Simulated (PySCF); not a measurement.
# Radial density of Ho⁴⁹⁺ (holmium, charge +49)

UHF, [Ar], closed-shell 1S. Calculation: PySCF 2.14, in an even-tempered Gaussian basis (17 s from 11 bohr⁻², ratio 2.5; 12 p from 15 bohr⁻², ratio 2.5; 4 d from 62 bohr⁻², ratio 2.7; 4 f from 93 bohr⁻², ratio 2.7); the spin-free X2C one-electron Hamiltonian (Gaussian nucleus).

| r (bohr) | 4πr²ρ (e/bohr) |
| --- | --- |
| 0.0162 | 89.99 |
| 0.0273 | 78.98 |
| 0.0459 | 102.2 |
| 0.0772 | 96.17 |
| 0.130 | 41.80 |
| 0.218 | 46.48 |
| 0.367 | 5.353 |
| 0.618 | 0.01827 |

Densities and radii are taken from the X2C orbitals without a picture-change correction, which distorts them close to the nucleus.

Spin-orbit coupling, which splits the p, d and f shells strongly at this Z, is absent.
